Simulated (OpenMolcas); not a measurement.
Computed levels of 4s2 4p2 in ions with 32 electrons, in cm-1 above 3P0.

- Program: OpenMolcas
- Method: MS-RASPT2, IPEA 0.25 Eh, imaginary shift 0.1 Eh
- Basis: ANO-RCC-VQZP
- Scalar Hamiltonian: DKH2, point nucleus
- Spin-orbit coupling: state interaction with AMFI integrals over the reference wave functions, term energies averaged over their components

Active space for each ion: 2 electrons in 9 orbitals (RAS2 4p; RAS3 4d 5s, at most 1 electron); closed shells correlated by CASPT2: 3d 4s.

| Level | As+ | Br3+ |
| --- | --- | --- |
| 3P1 | 899 | 2240 |
| 3P2 | 2230 | 5010 |
| 1D2 | 9940 | 15790 |
| 1S0 | 26200 | 37380 |

Problem. Estimate 3P2, 1D2, 1S0 for Se2+ from its neighbours As+ and Br3+.

Solution. 3P2 is fine structure, which grows about as the fourth power of a screened charge, so the fourth roots are averaged: ((2230^0.25 + 5010^0.25) / 2)^4 = 3412. The calculation gives 3480, so the estimate is off by -2.0 %; the measured value is 3937 (Moore, Atomic Energy Levels, vol. II, NSRDS-NBS 35 (1971 reprint of NBS Circular 467, 1952)).
1D2 is another term, which grows about linearly with the charge: (9940 + 15790) / 2 = 12865. The calculation gives 12770, so the estimate is off by +0.7 %; the measured value is 13032 (Moore, Atomic Energy Levels, vol. II, NSRDS-NBS 35 (1971 reprint of NBS Circular 467, 1952)).
1S0 is another term, which grows about linearly with the charge: (26200 + 37380) / 2 = 31790. The calculation gives 31910, so the estimate is off by -0.4 %.

CASPT2 does not keep the components of a term degenerate, so their means are used; among the terms shown or strongly mixed into the levels shown the widest spread is 130 cm-1 (4s2 4p2 1D, As+). Over all roots computed the reference weight is 0.90 to 0.97 in Se2+, 0.87 to 0.97 in Br3+; the roots of lowest weight are the least certain, and an intruder state may touch them. With the s shell closed, the reference lacks s² → p² mixing. Some terms miss by over 15 % even with CASPT2, which points to a basis or an active space too small for the shells correlated (holds for As+). Measured partners are found by configuration, term and J. A level has none where our copy of the source lacks it or the pairing is in doubt (some pairs that miss far off the trend of their configuration count as doubtful), and it then counts in no deviation. Where the source uses jj or jK labels, the order within each J decides. Only configurations of the active space appear.
